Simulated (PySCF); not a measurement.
Ga(H)2(OH), SMILES [GaH2][OH] (CAM-B3LYP/def2-SVP optimised geometry):

```
5

Ga     0.057     0.232     0.000
H      1.610     0.232     0.000
H     -0.920     1.452     0.000
O     -0.648    -1.402     0.000
H     -1.610    -1.452     0.001
```

Method: PySCF 2.14.0 with CAM-B3LYP/def2-TZVP.

Problem. What are the frontier orbital energies and the dipole moment?

Solution. HOMO-2 -10.91 eV, HOMO-1 -10.44 eV, HOMO -9.93 eV, LUMO -0.30 eV, LUMO+1 1.24 eV; dipole moment 1.52 D.

Meta-Löwdin charges at CAM-B3LYP/def2-TZVP: Ga1 0.54, H2 -0.07, H3 -0.09, O4 -0.71, H5 0.33.
